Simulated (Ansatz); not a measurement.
Consider the hydrogenolysis of the Si–C bond: `C#C[SiH2]N` + H₂ → `N[SiH3]` + acetylene.

Isolated molecules relaxed with PBE0-D4/def2-TZVP in Ansatz; ΔE leaves out vibrations. CCSD(T)/CBS adds triple-zeta CCSD(T) − MP2 to the extrapolated MP2 energy (def2 sets, frozen cores). This one scheme is used for every species. Functionals use def2-TZVPP. Each species was taken in one conformer, which may not be the lowest.

`C#C[SiH2]N`:

Cartesian coordinates in Å:
```
C -0.331 -1.397 1.950
C -0.269 -0.521 1.122
Si -0.165 0.797 -0.153
N 0.519 0.318 -1.648
H -0.387 -2.168 2.684
H 0.674 1.879 0.413
H -1.550 1.261 -0.406
H 0.001 -0.294 -2.258
H 1.506 0.124 -1.703
```

H₂:

Cartesian coordinates in Å:
```
H 0.078 -0.238 0.277
H -0.078 0.238 -0.277
```

`N[SiH3]`:

Cartesian coordinates in Å:
```
N 0.160 -0.791 0.697
Si -0.067 0.415 -0.508
H -0.642 -1.198 1.151
H 0.931 -0.713 1.341
H -1.082 -0.086 -1.470
H -0.536 1.747 -0.020
H 1.236 0.628 -1.191
```

`C#C`:

Cartesian coordinates in Å:
```
C -0.509 -0.161 0.271
C 0.509 0.161 -0.271
H -1.414 -0.448 0.752
H 1.414 0.448 -0.752
```

```tsv
level	ΔE (kcal/mol)
PBE-D4	6.9
BHLYP-D4	5.1
HF/def2-TZVPP	1.7
MP2/def2-TZVPP	7.6
```

Problem. What does CCSD(T)/CBS give? (Estimate.)

Solution. Ansatz gave: +6.2 kcal/mol. The listed levels differ from it by 0.7, -1.1, -4.5, 1.4 kcal/mol.

Largest T1 diagnostic among the species: 0.013.

The D4 term adds +1.8 kcal/mol with B3LYP and +1.0 kcal/mol with PBE0; it sums over pairs of atoms, weighted by their polarisabilities, and B3LYP, whose exchange is more repulsive, gets the larger term. From BLYP to BHLYP (50 % exact exchange), in def2-TZVPP and without D4, ΔE moves by −1.1 kcal/mol.

B3LYP here is the variant with VWN-RPA as its local correlation; programs differ in this.
